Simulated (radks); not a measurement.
Results of a calculation; reference values are marked as such.
Excited configurations of Er61+: one electron is placed in a higher orbital outside [He] 2s2 2p2. The ground configuration is [He] 2s2 2p3. Level of theory: scalar-relativistic Kohn-Sham, r2SCAN, spin-polarised, spherical densities, finite nucleus; open shells are filled with parallel spins first (spin-orbit coupling, left out, can overturn this in heavy ions); meta-GGA in the generalised Kohn-Sham scheme; Fermi nuclear charge, rms radius 5.2516 fm (a radial shooting solver on a logarithmic mesh with Libxc functionals). Excitation = E - E(ground); binding = E(ion) - E, where the ion is the core of charge +62; n* = 62/sqrt(2 binding) in atomic units. These energies are relativistic, and a one-electron ion of charge +62 with no core already has n* below n in this formula (scalar-relativistic equation, point nucleus: 3d 2.985, 4s 3.911, 4f 3.990, 5d 4.974, 6f 5.983, 7s 6.903, 7p 6.942). The quantum defect is therefore taken as that value minus n*, so that it holds no relativistic shift of the bare ion.

outer orbital  excitation (eV)  binding (eV)     n*  quantum defect  eigenvalue (eV)  <r> (bohr)
3d                      8287.0        5930.7  2.970           0.015          -5871.0      0.1640
4s                     10668.0        3549.8  3.838           0.073          -3527.8      0.3563
4f                     10937.6        3280.1  3.993          -0.003          -3248.2      0.2876
5d                     12088.7        2129.0  4.956           0.018          -2113.3      0.5452
6f                     12757.5        1460.2  5.985          -0.001          -1449.5      0.7682
7s                     13095.7        1122.1  6.827           0.076          -1115.3       1.128
7p                     13118.5        1099.2  6.898           0.045          -1092.5       1.135

The Delta-SCF ionisation energy is 14217.7 eV (NIST Atomic Spectra Database: 13855 eV, theoretical). Self-interaction in the functional shifts the binding energies and quantum defects, so they are the method's values and not measured ones. Open shells are spherical and high-spin; term and fine-structure splittings are not resolved. Spin-orbit splitting is averaged out at the scalar-relativistic level.
